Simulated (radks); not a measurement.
The numbers below are computed, except where a source is named.
Question: These are the eigenvalues of the occupied orbitals of an atom or ion with whole-number occupations (Ry). Level of theory: non-relativistic Kohn-Sham, PBEsol, spin-unpolarised, spherical densities, point nucleus (a radial shooting solver on a logarithmic mesh with Libxc functionals).

1s: -92.18143
2s: -5.82855
2p: -3.42452
3s: -0.34344

Which element is it, and in what charge state? The configuration may be excited.

Answer: Z = 12, magnesium, charge 0: Mg in [Ne] 3s2. The list shows which subshells hold electrons but not how many an open one holds; the 1s level, -46.091 hartree, gives Z - s = 9.6 by -(Z - s)^2/2, which with screening narrows Z to a few neighbours, and the depths of the outer levels then fix element, charge and occupations together.
